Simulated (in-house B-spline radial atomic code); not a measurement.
# Solving the quasi-particle equation for 1s up of Li²⁺

Configuration 1s1, highest spin, start Hartree-Fock, empty levels kept to 750 hartree. Computed with a B-spline radial code for spherical atoms: all electrons, non-relativistic, point nucleus, each spin shell either full or empty, empty states to l = 9 with an (l + 1/2)⁻⁴ tail; G0W0 by contour deformation at full frequency.

With one electron the exact correlation energy is zero, so what RPA and GW give is self-correlation.

At the mean-field level ε = -122.451 eV the matrix elements are Σx = -51.021 eV, v_xc = -51.021 eV and Σc(ε) = 0.074 eV, and the slope of the correlation self-energy is dΣc/dω = -0.0089. The quasi-particle energy solves E = ε + Σx − v_xc + Σc(E).

What does the linearised equation give?

Z = 1/(1 − dΣc/dω) = 1/1.0089 = 0.9912. The first-order shift is Σx − v_xc + Σc(ε) = -51.021 − (-51.021) + (0.074) = 0.074 eV, so E ≈ ε + Z × shift = -122.451 + 0.9912 × (0.074) = -122.378 eV.

How does that compare with the full solution and with static screening?

Solving the equation at full frequency dependence gives E = -122.378 eV, where Σc = 0.073 eV and the weight is 0.991; the linearised value is off by 0 meV. Leaving Z out would give -122.377 eV. Static COHSEX puts -1.162 eV in place of Σc and gives -123.613 eV, 1.24 eV deeper.
